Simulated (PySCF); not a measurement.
Species: `CC(=O)c1cpc(C)pc1`. The columns A, B, C and D hold Mulliken, IAO, Hirshfeld and ESP-fitted charges (e) of one PBE0/pcSseg-1 density (PySCF), in a shuffled order. Coordinates in Å (PBE0-D3(BJ)/def2-SVP); the density's dipole moment is (0.67, 2.36, -0.16) D.

```tsv
atom	x	y	z	A	B	C	D
C1	-3.202	0.674	-0.503	-0.275	-0.547	-0.470	-0.120
C2	-2.324	-0.534	-0.300	+0.277	+0.808	+0.380	+0.167
O3	-2.793	-1.648	-0.285	-0.353	-0.524	-0.405	-0.215
C4	-0.833	-0.333	-0.108	-0.274	-0.592	-0.039	-0.014
C5	-0.080	-1.501	0.043	-0.283	+0.206	-0.353	-0.097
P6	1.621	-1.687	0.278	+0.528	-0.281	+0.396	+0.109
C7	2.248	-0.056	0.279	-0.778	+0.453	-0.420	-0.094
C8	3.745	0.076	0.424	-0.183	-0.575	-0.411	-0.123
P9	1.365	1.437	0.128	+0.524	-0.283	+0.385	+0.098
C10	-0.287	0.951	-0.077	-0.346	+0.144	-0.369	-0.102
H11	-2.855	1.287	-1.348	+0.150	+0.143	+0.160	+0.055
H12	-3.194	1.314	0.394	+0.152	+0.147	+0.163	+0.057
H13	-4.226	0.332	-0.691	+0.152	+0.153	+0.172	+0.055
H14	-0.665	-2.428	0.012	+0.148	+0.122	+0.186	+0.042
H15	4.028	1.017	0.920	+0.136	+0.166	+0.152	+0.044
H16	4.230	0.072	-0.567	+0.151	+0.171	+0.162	+0.050
H17	4.174	-0.761	0.997	+0.137	+0.166	+0.152	+0.045
H18	-0.974	1.796	-0.190	+0.137	+0.123	+0.160	+0.044
```

Task: Which column most likely holds the ESP-fitted charges?

Result: B. Σ q r misses the density's dipole by 0.07 D (B), 0.82 D (D), 2.05 D (C), 2.80 D (A). Charges fitted to the outside potential are the only set here that is tied to the molecule's multipoles.

Task: And the Hirshfeld charges?

Result: D. The mean sizes are 0.085 e (D), 0.274 e (C), 0.277 e (A), 0.311 e (B), and Hirshfeld charges are commonly the smallest of these schemes.

As computed, A = Mulliken, B = ESP-fitted, C = IAO, D = Hirshfeld. Hydrogens on carbon: Mulliken +0.14 to +0.15, ESP-fitted +0.12 to +0.17, IAO +0.15 to +0.19, Hirshfeld +0.04 to +0.06 e.

The IAO scheme projects the occupied orbitals on a minimal set of polarised atomic orbitals and counts the electrons in each atom's part of it. The ESP scheme fits charges at the nuclei, held to the total charge, to the electrostatic potential on points at 1.4 to 2.0 times the van der Waals radii.

One conformer (not necessarily the lowest) at the PBE0-D3(BJ)/def2-SVP geometry, without solvent, vibrations or thermal averaging.

Shape of the structure used: `[CH3:1][C:2](=[O:3])[c:4]1[cH:5][p:6][c:7]([CH3:8])[p:9][cH:10]1`: C1–C2–C4–C5 -179°.
